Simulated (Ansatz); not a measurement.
**Isomers**

Structures of AlBH$_{3}$SO (charge -1), closed shell, relaxed at PBE0-D4/def2-TZVPD (vibrations not checked; lower isomers may exist, and structures with a doubtful reference or unclear bonds are left out). Computed with Ansatz 0.2.0 (basis: def2-TZVPPD); correlated methods freeze the cores. B3LYP uses VWN-RPA correlation.

(1) Rank them by CCSD(T) energy, lowest first, and give each one's height above the lowest. Links in brackets join atoms within 1.22 times the sum of their covalent radii (1.1 for two metals). (Judge from chemistry; the value comes from the calculation.)
A.
AlBH₃SO ([OH][AlH]1[BH][S]1), total charge -1
```
7
angstrom
B -0.4185 0.5614 0.5790
S -1.6837 -0.5510 -0.0372
Al 0.6154 -1.0083 -0.2593
O 1.2515 -2.3692 0.6565
H -0.6957 1.5798 1.1617
H 0.9779 -2.3776 1.5740
H 1.1546 -1.1392 -1.7720
```
B.
AlBH₃SO ([OH][Al]1[BH2][S]1), total charge -1
```
7
angstrom
B -0.8947 1.2079 -0.1209
O 1.6848 -1.4663 0.7741
Al 0.4993 -0.2652 0.3442
S -0.9104 -0.4630 -1.3015
H -1.8716 1.3230 0.5817
H -0.5148 2.2063 -0.6867
H 1.6709 -2.2452 0.2144
```
C.
AlBH₃SO ([BH2][O][AlH][S]), total charge -1
```
7
angstrom
B -0.6763 1.3608 0.2693
O -0.0542 0.2181 0.1098
Al 0.6870 -1.3225 -0.2226
S 0.2594 -2.5380 -1.8462
H -1.7113 1.4279 0.9091
H -0.2290 2.3905 -0.2049
H 1.7245 -1.5367 0.9855
```
D.
AlBH₃SO ([BH2][Al]([O])[SH]), total charge -1
```
7
angstrom
B -0.7145 1.3560 -0.1940
Al -0.0102 -0.6557 -0.1484
O 1.1966 -1.1812 0.8237
S -1.1692 -1.9538 -1.6288
H -1.5683 1.7897 0.5457
H -0.2325 2.2248 -0.8847
H -0.4597 -3.0471 -1.2988
```

(2) Do PBE-D4, r2SCAN-D4, PBE0-D4, B3LYP-D4, wB97M-V, HF, MP2 give the same order? (A judgement: the text doesn't fix the answer.)

No T1 diagnostic of these runs exceeds 0.022.

For scale, one of the runs: CCSD(T)/def2-TZVPPD, 227 basis functions, launched by `ansatz run in.yaml --threads 2 --pin off --events-out ev --progress --plain --max-ram 4352MiB`. Hardware: 2 CPU threads of an Arm Neoverse V2, shared host. Wall time 85 s; peak host memory 3.5 GiB.

## Answers

(1) The calculation gives: C (0.0 kJ/mol), A (147.8 kJ/mol), B (167.6 kJ/mol), D (306.3 kJ/mol). Heights count from the lowest.

(2) By the calculation: All do.
